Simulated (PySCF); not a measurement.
Molecule: C5H10Se, charge 0, multiplicity 1. SMILES: [SeH]C1CCCC1
Coordinates optimised at B3LYP-D3(BJ)/def2-TZVP (Ansatz):
```xyz
16

Se     1.4327     0.8415    -0.1560
C     -0.0033    -0.4865     0.1272
C     -0.9059    -0.7484    -1.0742
C     -2.1188    -1.4549    -0.4465
C     -2.2492    -0.8575     0.9814
C     -0.9755    -0.0079     1.2080
H      2.1346     0.0633    -1.1903
H      0.4825    -1.4100     0.4438
H     -1.2006     0.2064    -1.5160
H     -0.4188    -1.3364    -1.8526
H     -1.9339    -2.5291    -0.3887
H     -3.0236    -1.3195    -1.0390
H     -2.3254    -1.6510     1.7252
H     -3.1455    -0.2454     1.0809
H     -0.5663    -0.1093     2.2126
H     -1.1978     1.0509     1.0514
```
Charge 0, spin multiplicity 1.

Dispersion corrections to the total energy (kcal/mol) from the dftd3 and dftd4 libraries through PySCF: D3(BJ) without and D4 with the three-body term, each with the damping fitted for the functional named.

| functional | D3(BJ) | D4 |
|---|---|---|
| BHLYP | -12.87 | -10.70 |
| r2SCAN | -2.79 | -2.37 |
| CAM-B3LYP | -7.59 | -7.87 |
| TPSSh | -11.25 | ___ |
| PBE0 | -8.41 | ___ |
| TPSS | -12.22 | -12.52 |
| B3LYP | ___ | -14.80 |

Question: What belongs in the gaps?

Answer: 
- TPSSh, D4: -11.40
- PBE0, D4: -7.82
- B3LYP, D3(BJ): -16.64
